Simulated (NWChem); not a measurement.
Species: C$_{3}$H$_{3}$NS$_{2}$; SMILES Sc1cncs1

```xyz
9

S     -0.1001     2.1574     0.0000
C     -0.1932     0.4059     0.0000
C     -1.3443    -0.3469     0.0000
N     -1.1665    -1.6975     0.0000
C      0.0888    -2.0078     0.0000
S      1.1734    -0.6506     0.0000
H      1.2462     2.2401     0.0000
H     -2.3523     0.0718     0.0000
H      0.4805    -3.0276     0.0000
```
Atoms are numbered in this order, from 1.

This is a stationary point of PBE0/def2-SVP (NWChem), point group Cs. 

### Question
Is it a minimum? If not, what does it relax to?

### Answer
No. It has an imaginary frequency of 190i cm⁻¹. Following that mode (on a finer grid) lowers the energy by 1.6 kcal/mol and ends, with real frequencies alone, at point group C1:
```xyz
9

S      0.1376     2.0967     0.4060
C     -0.0669     0.3732     0.1540
C     -1.2445    -0.3020    -0.0634
N     -1.1537    -1.6565    -0.1383
C      0.0758    -2.0441     0.0192
S      1.2203    -0.7811     0.2901
H      0.7245     2.3800    -0.7807
H     -2.2105     0.1946    -0.1742
H      0.3965    -3.0887    -0.0184
```
